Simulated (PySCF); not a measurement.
# Dipole moment and polarisability of `C/N=C/c1ccc(S)s1`

Species: C6H7NS2.
Atom-mapped SMILES: `[CH3:1]/[N:2]=[CH:3]/[c:4]1[cH:5][cH:6][c:7]([SH:8])[s:9]1` (hydrogens: H10, H11, H12 on C1; H13 on C3; H14 on C5; H15 on C6; H16 on S8)

Cartesian coordinates in Å at the GFN2-xTB level; atoms count from 1:
```
atom  x, y, z in Å
C1    -3.1005    1.2589   -0.2406
N2    -1.7059    0.9739   -0.2427
C3    -1.2550   -0.0378    0.3666
C4     0.1451   -0.3301    0.3856
C5     0.7956   -1.3682    1.0025
C6     2.1866   -1.3445    0.8236
C7     2.5918   -0.2797    0.0662
S8     4.2458    0.0905   -0.3730
S9     1.2638    0.7110   -0.4432
H10   -3.6988    0.5291    0.3235
H11   -3.2440    2.2535    0.1856
H12   -3.4462    1.2916   -1.2751
H13   -1.8927   -0.7474    0.9179
H14    0.2842   -2.1246    1.5712
H15    2.8661   -2.0697    1.2324
H16    3.9565    1.2022   -1.0446
```

Level: wB97X-D/def2-SVPD (PySCF), static field, nuclei fixed, core orbitals frozen in the response. The polarisability tensor in these axes (au):

```
x   187.20 -15.02  -3.83
y   -15.02 107.68 -20.64
z    -3.83 -20.64  87.89
```

Problem. What are the eigenvalues, a third of the trace, and Δα (Δα² = ½Σ(αi − αj)² over the three pairs)?

Solution. Principal values 73.76, 119.07 and 189.94 au; mean 127.59 au = 18.91 Å³ = 21.04 × 10⁻⁴⁰ C²·m²/J; Δα = 101.43 au (79 % of the mean).

Problem. What is the dipole moment, and where does it point?

Solution. (-1.03, -0.92, 0.78) D, 1.59 D in size, pointing from the negative to the positive side. Measured along this direction, the outermost atoms are H16 at the negative end and H10 at the positive end.

Problem. Rayleigh depolarisation ratio (linearly polarised light, static tensor)?

Solution. ρ = 3Δα²/(45ᾱ² + 4Δα²) = 30861.6/(732586 + 41148.8) = 0.0399.

Problem. Along which axes do the principal values lie, and how far do the nuclei extend along each?

Solution. Largest value along (0.98, -0.18, 0.00), where the nuclei span 7.89 Å; middle along (0.15, 0.82, -0.56), 4.72 Å; least along (0.10, 0.55, 0.83), 1.76 Å. The response follows the extents in order.

Problem. How large is μ²/3kT at 500 K beside α?

Solution. In Gaussian units μ²/3kT = 12.17 Å³ against 18.91 Å³, a ratio of 0.64; the Debye molar polarisation (4π/3)N_A(α + μ²/3kT) is 78.4 cm³/mol, leaving out the vibrational part.

Problem. Give the eigenvalues of the traceless quadrupole moment Θ = ½Σq(3rr − r²1), origin at the centre of nuclear charge.

Solution. -10.31, -0.07, 10.39 D·Å. The values depend on the origin, since the dipole doesn't vanish. The electronic extent ⟨r²⟩ about the same centre is 2116 bohr², a root-mean-square distance of 2.69 Å for the 82 electrons.

Problem. Refractivity n − 1 of an ideal gas of it at 400 K and 1 atm, from the electronic α?

Solution. N = p/kT = 1.8347 × 10¹⁹ cm⁻³, so n − 1 = 2π × N × 18.91 × 10⁻²⁴ cm³ = 2180 × 10⁻⁶ at long wavelengths, for an ideal gas.

Geometry: GFN2-xTB, one conformer, isolated molecule.

The run behind these numbers computed excited states as well. Hardware: an Arm Neoverse V2 with one thread, on a shared host. Cost: 64 s of wall time.
